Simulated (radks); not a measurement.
Results of a calculation; reference values are marked as such.
The nuclear charge of the tungsten ion W+ is varied continuously with 73 electrons held in [Xe] 4f14 5d4 6s1. Code: a radial shooting solver on a logarithmic mesh with Libxc functionals. Model: scalar-relativistic Kohn-Sham, PBE, spin-polarised, spherical densities, finite nucleus; open shells are filled with parallel spins first (spin-orbit coupling, left out, can overturn this in heavy ions); Fermi nuclear charge, rms radius 5.3658 fm. By the Hellmann-Feynman theorem dE/dZ = E(electron-nucleus)/Z, the electronic potential at the nucleus (averaged over a nucleus of fixed radius). The scalar-relativistic energy here is not variational (the density holds large components alone), so the two differ by a part that grows with Z.

Z     E (hartree)  E(electron-nucleus)/Z (hartree)  HOMO  e(HOMO) (eV)  <r> HOMO (bohr)
73.5  -15869.6438                         -533.401    5d        -7.628            2.117
73.6  -15923.4486                         -534.508    5d        -8.595            2.080
73.7  -15977.3663                         -535.615    5d        -9.592            2.044
73.8  -16031.3969                         -536.723    5d       -10.617            2.012
73.9  -16085.5403                         -537.831    5d       -11.670            1.981
74    -16139.7967                         -538.938    5d       -12.750            1.951
74.1  -16194.1660                         -540.047    5d       -13.855            1.924
74.2  -16248.6483                         -541.155    6s       -14.733            2.834
74.3  -16303.2436                         -542.264    6s       -15.620            2.803
74.4  -16357.9520                         -543.373    6s       -16.524            2.772
74.5  -16412.7736                         -544.483    6s       -17.444            2.743
74.6  -16467.7082                         -545.593    6s       -18.379            2.714
74.7  -16522.7561                         -546.703    6s       -19.330            2.686
74.8  -16577.9173                         -547.814    6s       -20.296            2.659
74.9  -16633.1918                         -548.926    6s       -21.277            2.633
75    -16688.5798                         -550.037    6s       -22.273            2.607

The central difference of E at Z = 74 is -543.128 hartree, to compare with the third column; the second derivative is -11.3 hartree.
